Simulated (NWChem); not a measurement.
System: CH₅AlFN; SMILES C[NH][AlH][F]

```xyz
9

Al     0.4465    -0.6515     0.0000
F     -0.3848    -2.0892     0.0000
H      2.0222    -0.6475     0.0000
N     -0.4929     0.8545     0.0000
C      0.0155     2.2223     0.0000
H     -1.5071     0.8229     0.0000
H     -0.3053     2.7852     0.8884
H     -0.3053     2.7852    -0.8884
H      1.1111     2.2107     0.0000
```
Atoms are numbered in this order, from 1.

All runs: NWChem. Pople sets run with spherical d functions. Geometry: optimised at B3LYP/6-31G* (spherical d). Vertical excitations in the gas phase.

### Question
Estimate the computed values for PBE0/6-31+G*, full TDDFT. Quantities: lowest excitation, singlet (eV); oscillator strength of that lowest state; lowest triplet (eV); orbital gap (eV).

### Answer
```
Item                                      Value
----------------------------------------  -----
lowest excitation, singlet (eV)            5.54
oscillator strength of that lowest state  0.043
lowest triplet (eV)                        4.71
orbital gap (eV)                           6.66
```
